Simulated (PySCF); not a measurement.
In(H)2(OEt) (C₂H₇InO), SMILES CC[O][InH2].

Coordinates come from a B3LYP-D3(BJ)/def2-SVP optimisation. The structure was generated by enumeration; whether it is a known compound was not checked. The def2 effective core potentials stand for the cores of In; spin–orbit coupling is left out. Other conformers were not sampled.

Computed with TDA-ωB97X/def2-SVPD run with PySCF.

Vertical excitations. Isolated molecule, no solvent. State labels are in the subgroup Cs.

```json
[
 {"state": "S1", "symmetry": "A\"", "energy (eV)": "5.05", "λ (nm)": "246", "f": "0.001", "main pairs": "HOMO−1→LUMO 94 %"},
 {"state": "S2", "symmetry": "A'", "energy (eV)": "5.43", "λ (nm)": "228", "f": "0.049", "main pairs": "HOMO→LUMO 85 %"},
 {"state": "S3", "symmetry": "A\"", "energy (eV)": "5.97", "λ (nm)": "208", "f": "0.003", "main pairs": "HOMO−2→LUMO 96 %"},
 {"state": "S4", "symmetry": "A\"", "energy (eV)": "6.15", "λ (nm)": "202", "f": "0.021", "main pairs": "HOMO→LUMO+1 66 %, HOMO→LUMO+2 19 %"},
 {"state": "S5", "symmetry": "A'", "energy (eV)": "6.71", "λ (nm)": "185", "f": "0.181", "main pairs": "HOMO−1→LUMO+1 58 %, HOMO−1→LUMO+2 17 %, HOMO→LUMO 9 %"},
 {"state": "S6", "symmetry": "A\"", "energy (eV)": "7.44", "λ (nm)": "167", "f": "0.001", "main pairs": "HOMO→LUMO+2 31 %, HOMO→LUMO+3 29 %, HOMO→LUMO+1 21 %, HOMO→LUMO+6 8 %"},
 {"state": "S7", "symmetry": "A'", "energy (eV)": "7.61", "λ (nm)": "163", "f": "0.032", "main pairs": "HOMO−1→LUMO+3 43 %, HOMO−1→LUMO+2 23 %, HOMO−1→LUMO+1 23 %"},
 {"state": "S8", "symmetry": "A'", "energy (eV)": "7.81", "λ (nm)": "159", "f": "0.034", "main pairs": "HOMO−2→LUMO+1 41 %, HOMO−2→LUMO+3 19 %, HOMO−1→LUMO+2 18 %, HOMO−1→LUMO+3 15 %"},
 {"state": "S9", "symmetry": "A\"", "energy (eV)": "8.02", "λ (nm)": "155", "f": "0.005", "main pairs": "HOMO→LUMO+3 50 %, HOMO→LUMO+2 24 %, HOMO→LUMO+4 11 %"},
 {"state": "S10", "symmetry": "A\"", "energy (eV)": "8.12", "λ (nm)": "153", "f": "0.090", "main pairs": "HOMO−3→LUMO 80 %"},
 {"state": "T1", "symmetry": "A'", "energy (eV)": "4.81", "λ (nm)": "258", "f": "0", "main pairs": "HOMO→LUMO 93 %"},
 {"state": "T2", "symmetry": "A\"", "energy (eV)": "4.88", "λ (nm)": "254", "f": "0", "main pairs": "HOMO−1→LUMO 91 %"},
 {"state": "T3", "symmetry": "A\"", "energy (eV)": "5.67", "λ (nm)": "219", "f": "0", "main pairs": "HOMO−2→LUMO 90 %"},
 {"state": "T4", "symmetry": "A'", "energy (eV)": "5.75", "λ (nm)": "216", "f": "0", "main pairs": "HOMO−1→LUMO+1 69 %, HOMO−1→LUMO+2 12 %"}
]
```
Triplets are in the Tamm–Dancoff approximation.
